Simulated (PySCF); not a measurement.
Correlation energy of Rh²⁹⁺ (rhodium, charge +29)

[Ne] 3s2 3p4, high-spin 3P determinant. Calculation: PySCF 2.14, in an even-tempered Gaussian basis (18 s from 3.6 bohr⁻², ratio 2.5; 12 p from 4.7 bohr⁻², ratio 2.5; 5 d from 23 bohr⁻², ratio 2.7; 4 f from 34 bohr⁻², ratio 2.7); the spin-free X2C one-electron Hamiltonian (Gaussian nucleus). Frozen: 1s2; 14 electrons correlated; the 21 highest virtual orbitals of each spin left out.

MP2 pair energies summed by pair of shells (mhartree):

| pair | energy | share (%) |
| --- | --- | --- |
| 2p-2p | -192.19 | 34.8 |
| 2p-3p | -82.03 | 14.8 |
| 3s-3p | -77.13 | 14.0 |
| 3p-3p | -73.14 | 13.2 |
| 2s-2p | -56.30 | 10.2 |
| 2p-3s | -30.17 | 5.5 |
| 2s-3p | -15.39 | 2.8 |
| 2s-2s | -10.56 | 1.9 |
| 3s-3s | -9.40 | 1.7 |
| 2s-3s | -6.60 | 1.2 |

Total MP2 correlation energy: -552.91 mhartree.

At this charge the one-electron X2C treatment keeps the bare 1/r₁₂, with no two-electron picture change or Breit term. The effect here is smaller than on the frozen 1s shell; and a scalar Hamiltonian misses the large spin-orbit splitting of the p shells, which matters for ns² → np² pairs.

Spin-orbit coupling is strong in this species, so the high-spin LS determinant is a model state.
